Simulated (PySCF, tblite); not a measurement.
Isomers of C5H10O2Si, one GFN2-xTB conformer each. Single-point energies are computed at PBE0/pcSseg-1 (PySCF, gas phase, no added dispersion term), electronic only.

```
                  SMILES  GFN2-xTB relative energy (kcal/mol)
C[C@@H](C=O)C(=O)C[SiH3]                                 15.2
        [SiH3]OCCC1=CCO1                                  0.0
```

Conformers: `[CH3:1][C@@H:2]([CH:3]=[O:4])[C:5](=[O:6])[CH2:7][SiH3:8]` with C1–C2–C3–O4 -159°, C1–C2–C5–O6 -19°, C2–C5–C7–Si8 -89°; `[SiH3:1][O:2][CH2:3][CH2:4][C:5]1=[CH:6][CH2:7][O:8]1` with Si1–O2–C3–C4 151°, O2–C3–C4–C5 -68°, C3–C4–C5–C6 1°.

Problem. What does PBE0/pcSseg-1 give for the same structures?

Solution. 
| SMILES | PBE0/pcSseg-1 E (Eh) | PBE0/pcSseg-1 (kcal/mol) | GFN2-xTB (kcal/mol) | point group |
| --- | --- | --- | --- | --- |
| C[C@@H](C=O)C(=O)C[SiH3] | -635.90768 | 0.0 | 15.2 | C1 |
| [SiH3]OCCC1=CCO1 | -635.86686 | 25.6 | 0.0 | C1 |

GFN2-xTB puts [SiH3]OCCC1=CCO1 lowest instead. As drawn, the lower has a C=O bond and an Si–C bond, which the higher lacks; the higher has a four-membered ring, an Si–O bond and a C=C bond outside aromatic rings, which the lower lacks.

Problem. Which frontier levels, dipoles and rotational constants go with these structures?

Solution. 
```tsv
SMILES	HOMO (eV, PBE0/pcSseg-1)	LUMO (eV)	dipole (D)	A, B, C (MHz)
C[C@@H](C=O)C(=O)C[SiH3]	-7.45	-1.55	1.73	2260, 1112, 934.2
[SiH3]OCCC1=CCO1	-6.34	0.38	1.57	3729, 869.5, 743.0
```

Problem. What happens when harmonic zero-point energies from GFN2-xTB frequencies are added?

Solution. 
| SMILES | ZPE (kcal/mol) | electronic (kcal/mol) | with ZPE (kcal/mol) |
| --- | --- | --- | --- |
| C[C@@H](C=O)C(=O)C[SiH3] | 83.9 | 0.0 | 0.0 |
| [SiH3]OCCC1=CCO1 | 85.1 | 25.6 | 26.8 |

The zero-point energies span 1.2 kcal/mol. The order is unchanged.
